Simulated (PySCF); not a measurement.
Exercise with solution: entropy of an ideal gas

Sn(Cl)(OMe) (CH3ClOSn), SMILES C[O][Sn][Cl] (connectivity only; charge and spin as stated), neutral, multiplicity 1.

Geometry: PBE0-D3(BJ)/def2-SVP. The def2 effective core potentials stand for the cores of Sn; spin–orbit coupling is left out. Other conformers were not sampled.

PBE0-D3(BJ)/def2-SVP (PySCF) gives the harmonic wavenumbers 101, 132, 144, 261, 343, 528, 1152, 1170, 1187, 1460, 1469, 1474, 3007, 3093, 3101 cm⁻¹ and the rotational temperatures 0.1535, 0.1288, 0.0707 K. The molar mass is 185.19 g/mol, the symmetry number 1, the spin multiplicity 1.

Q: Work out the entropy at 298.15 K and 1 atm in the rigid-rotor, harmonic-oscillator model.

A: 
Translation (Sackur–Tetrode at 1 atm): S = R[1.5 ln M + 2.5 ln T − 1.16487] = 173.9 J/(mol K).
Rotation: q = (√π/σ) T^1.5/√(θA θB θC) = 244000, S = R[ln q + 3/2] = 115.6 J/(mol K).
Vibration: with u = 1.4388 ν/T, each mode gives R[u/(e^u − 1) − ln(1 − e^−u)]:
| ν (cm⁻¹) | modes | u | S (J/(mol K)) |
|---|---|---|---|
| 101 | 1 | 0.49 | 14.37 |
| 132 | 1 | 0.64 | 12.20 |
| 144 | 1 | 0.69 | 11.51 |
| 261 | 1 | 1.26 | 6.92 |
| 343 | 1 | 1.66 | 5.01 |
| 528 | 1 | 2.55 | 2.48 |
| 1152 | 1 | 5.56 | 0.21 |
| 1170 | 1 | 5.65 | 0.20 |
| 1187 | 1 | 5.73 | 0.18 |
| 1460 | 1 | 7.05 | 0.06 |
| 1469 | 1 | 7.09 | 0.06 |
| 1474 | 1 | 7.11 | 0.05 |
The stiffer modes add less than 0.005 each. Sum 53.3 J/(mol K).
Spin: R ln 1 = 0.0 J/(mol K).
Total 342.7 J/(mol K); the program's own thermochemistry gives 342.7. Translation makes up 51 % and vibration 16 %. Anharmonicity, hindered rotation and orbital degeneracy are left out.
